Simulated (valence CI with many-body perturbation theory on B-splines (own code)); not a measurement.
## Nb35+: electric-dipole lines

Computed by configuration interaction combined with many-body perturbation theory (CI+MBPT): four valence electrons over a frozen Dirac-Fock core [He], a basis of 11 s, 11 p, 9 d, 7 f, 5 g, 2 h, 1 i functions for each j, with the one-electron correlation potential Σ1, the two-electron term Σ2, the three-electron term Σ3, Breit, model QED; selected CI, second order for the rest (own B-spline code, finite nucleus).

The last digits are not significant, and no measured levels were compared; by estimate large intervals hold to a few tenths of a per cent, small ones and those within an open d or f shell to about a per cent. Among the levels kept, up to 270 cm⁻¹ of a level comes from second order outside the variational space, and about a tenth of that is noise between levels of different J, which matters for small intervals.

Lines 101 to 150 of 230 in falling wavelength, among levels below 225.70 Ry, chosen from the strongest by gf and those to the six lowest levels. Wavelengths and rates use the calculated energies. Electric multipoles are in the length gauge, E1 and E2 with the static RPA response of the core. Weak lines are less certain than strong ones. Lines between different terms over intervals too small for the method are left out, as are lines whose strength nearly cancels. Where a level lies close to another of its J and parity, the split of strength between their lines is uncertain. The highest levels of a list are the least certain.

Levels are named by their leading jj configuration (3d3/2^4 stands for four electrons in 3d with j = 3/2), which in mixed levels can hold well under half, so a name can repeat and another be missing. Letters in brackets count levels of one name in rising energy.

| λ vac (nm) | Upper | Lower | A (s⁻¹) | S (a.u.) |
| --- | --- | --- | --- | --- |
| 0.4631 | (2s 2p1/2 2p3/2 3d5/2) J=3 [b] | (2s 2p1/2 2p3/2^2) J=2 [b] | 5.89e+12 | 2.02e-03 |
| 0.4629 | (2s 2p1/2 2p3/2 3d5/2) J=1 [a] | (2s 2p1/2 2p3/2^2) J=0 | 5.42e+13 | 7.96e-03 |
| 0.4620 | (2s^2 2p3/2 3p3/2) J=2 | (2s 2p1/2^2 2p3/2) J=2 | 1.36e+12 | 3.30e-04 |
| 0.4613 | (2s 2p3/2^2 3s) J=3 | (2s 2p1/2 2p3/2^2) J=3 | 1.44e+13 | 4.87e-03 |
| 0.4607 | (2s 2p1/2 2p3/2 3d3/2) J=2 [c] | (2s 2p1/2 2p3/2^2) J=1 [b] | 1.99e+13 | 4.80e-03 |
| 0.4607 | (2s 2p1/2^2 3d5/2) J=2 | (2s 2p1/2^2 2p3/2) J=1 | 9.41e+13 | 2.27e-02 |
| 0.4606 | (2s 2p1/2 2p3/2 3d5/2) J=1 [b] | (2s 2p1/2 2p3/2^2) J=1 [a] | 2.06e+13 | 2.99e-03 |
| 0.4603 | (2s 2p1/2 2p3/2 3s) J=1 [a] | (2s 2p1/2^2 2p3/2) J=2 | 1.34e+12 | 1.93e-04 |
| 0.4595 | (2s 2p1/2 2p3/2 3d3/2) J=2 [c] | (2s 2p1/2 2p3/2^2) J=2 [b] | 3.95e+13 | 9.46e-03 |
| 0.4592 | (2s 2p1/2 2p3/2 3d5/2) J=1 [b] | (2s 2p1/2 2p3/2^2) J=0 | 1.43e+13 | 2.04e-03 |
| 0.4591 | (2s 2p1/2 2p3/2 3s) J=3 | (2s 2p1/2^2 2p3/2) J=2 | 1.62e+13 | 5.40e-03 |
| 0.4588 | (2s^2 2p3/2 3d3/2) J=1 | (2s^2 2p3/2^2) J=0 | 4.06e+12 | 5.80e-04 |
| 0.4581 | (2s 2p1/2 2p3/2 3d3/2) J=3 [b] | (2s 2p1/2 2p3/2^2) J=3 | 2.08e+13 | 6.92e-03 |
| 0.4581 | (2s 2p1/2 2p3/2 3d3/2) J=2 [b] | (2s 2p1/2 2p3/2^2) J=3 | 1.41e+13 | 3.35e-03 |
| 0.4580 | (2s^2 2p1/2 3s) J=1 | (2s^2 2p1/2^2) J=0 | 5.23e+12 | 7.44e-04 |
| 0.4580 | (2s^2 2p3/2 3s) J=2 | (2s^2 2p1/2 2p3/2) J=2 | 9.68e+12 | 2.29e-03 |
| 0.4579 | (2s 2p1/2 2p3/2 3d3/2) J=2 [c] | (2s 2p1/2 2p3/2^2) J=1 [a] | 1.57e+13 | 3.71e-03 |
| 0.4574 | (2s 2p3/2^2 3s) J=3 | (2s 2p1/2 2p3/2^2) J=2 [a] | 2.58e+13 | 8.53e-03 |
| 0.4572 | (2s^2 2p3/2 3s) J=1 | (2s^2 2p1/2 2p3/2) J=2 | 3.51e+12 | 4.97e-04 |
| 0.4571 | (2s 2p1/2^2 3d3/2) J=1 | (2s 2p1/2^2 2p3/2) J=2 | 2.86e+12 | 4.04e-04 |
| 0.4570 | (2s^2 2p1/2 3d3/2) J=2 | (2s^2 2p1/2 2p3/2) J=2 | 1.60e+13 | 3.77e-03 |
| 0.4567 | (2s 2p1/2 2p3/2 3s) J=2 [b] | (2s 2p1/2^2 2p3/2) J=2 | 1.15e+12 | 2.71e-04 |
| 0.4566 | (2s 2p1/2^2 3d3/2) J=2 | (2s 2p1/2^2 2p3/2) J=2 | 2.29e+13 | 5.39e-03 |
| 0.4564 | (2s 2p1/2 2p3/2 3d5/2) J=2 [a] | (2s 2p1/2 2p3/2^2) J=2 [a] | 6.18e+13 | 1.45e-02 |
| 0.4560 | (2s 2p1/2 2p3/2 3d5/2) J=2 [b] | (2s 2p1/2 2p3/2^2) J=3 | 1.46e+13 | 3.41e-03 |
| 0.4560 | (2s^2 2p3/2 3s) J=2 | (2s^2 2p1/2 2p3/2) J=1 | 9.68e+12 | 2.27e-03 |
| 0.4558 | (2s 2p1/2 2p3/2 3d5/2) J=3 [b] | (2s 2p1/2 2p3/2^2) J=3 | 4.98e+13 | 1.63e-02 |
| 0.4557 | (2s^2 2p3/2 3d5/2) J=1 | (2s^2 2p3/2^2) J=0 | 1.37e+14 | 1.92e-02 |
| 0.4556 | (2s 2p1/2 2p3/2 3d5/2) J=3 [a] | (2s 2p1/2 2p3/2^2) J=2 [a] | 5.27e+13 | 1.72e-02 |
| 0.4553 | (2s^2 2p3/2 3d3/2) J=2 | (2s^2 2p3/2^2) J=2 | 2.77e+11 | 6.46e-05 |
| 0.4552 | (2s 2p1/2 2p3/2 3d5/2) J=4 [b] | (2s 2p1/2 2p3/2^2) J=3 | 1.41e+14 | 5.91e-02 |
| 0.4551 | (2s^2 2p3/2 3s) J=1 | (2s^2 2p1/2 2p3/2) J=1 | 1.07e+12 | 1.49e-04 |
| 0.4549 | (2s^2 2p1/2 3d3/2) J=2 | (2s^2 2p1/2 2p3/2) J=1 | 3.20e+12 | 7.44e-04 |
| 0.4547 | (2s^2 2p1/2 3d3/2) J=1 | (2s^2 2p1/2 2p3/2) J=2 | 2.75e+12 | 3.83e-04 |
| 0.4546 | (2s 2p1/2^2 3d5/2) J=3 | (2s 2p1/2^2 2p3/2) J=2 | 8.11e+13 | 2.63e-02 |
| 0.4546 | (2s^2 2p3/2 3d3/2) J=3 | (2s^2 2p3/2^2) J=2 | 7.47e+12 | 2.42e-03 |
| 0.4542 | (2s 2p1/2 2p3/2 3d3/2) J=3 [b] | (2s 2p1/2 2p3/2^2) J=2 [a] | 4.64e+13 | 1.50e-02 |
| 0.4542 | (2s^2 2p1/2 3d5/2) J=2 | (2s^2 2p1/2 2p3/2) J=2 | 1.15e+13 | 2.67e-03 |
| 0.4540 | (2s^2 2p1/2 3d5/2) J=3 | (2s^2 2p1/2 2p3/2) J=2 | 1.02e+14 | 3.29e-02 |
| 0.4540 | (2s^2 2p3/2 3d3/2) J=1 | (2s^2 2p3/2^2) J=2 | 2.32e+13 | 3.21e-03 |
| 0.4536 | (2s 2p1/2 2p3/2 3p1/2) J=2 [a] | (2s^2 2p3/2^2) J=2 | 3.16e+13 | 7.27e-03 |
| 0.4532 | (2s^2 2p3/2 3d5/2) J=2 | (2s^2 2p3/2^2) J=2 | 6.65e+13 | 1.53e-02 |
| 0.4531 | (2s 2p1/2 2p3/2 3d3/2) J=3 [c] | (2s 2p1/2 2p3/2^2) J=3 | 6.83e+12 | 2.19e-03 |
| 0.4527 | (2s^2 2p1/2 3d3/2) J=1 | (2s^2 2p1/2 2p3/2) J=1 | 1.88e+13 | 2.58e-03 |
| 0.4527 | (2s 2p1/2^2 3d5/2) J=2 | (2s 2p1/2^2 2p3/2) J=2 | 4.18e+11 | 9.56e-05 |
| 0.4522 | (2s 2p1/2 2p3/2 3d5/2) J=2 [b] | (2s 2p1/2 2p3/2^2) J=2 [a] | 7.42e+12 | 1.69e-03 |
| 0.4522 | (2s^2 2p1/2 3d5/2) J=2 | (2s^2 2p1/2 2p3/2) J=1 | 1.02e+14 | 2.32e-02 |
| 0.4519 | (2s 2p1/2 2p3/2 3d5/2) J=3 [b] | (2s 2p1/2 2p3/2^2) J=2 [a] | 4.40e+13 | 1.40e-02 |
| 0.4517 | (2s^2 2p3/2 3d5/2) J=3 | (2s^2 2p3/2^2) J=2 | 1.99e+14 | 6.34e-02 |
| 0.4515 | (2s 2p1/2 2p3/2 3s) J=2 [c] | (2s 2p1/2^2 2p3/2) J=2 | 5.72e+11 | 1.30e-04 |
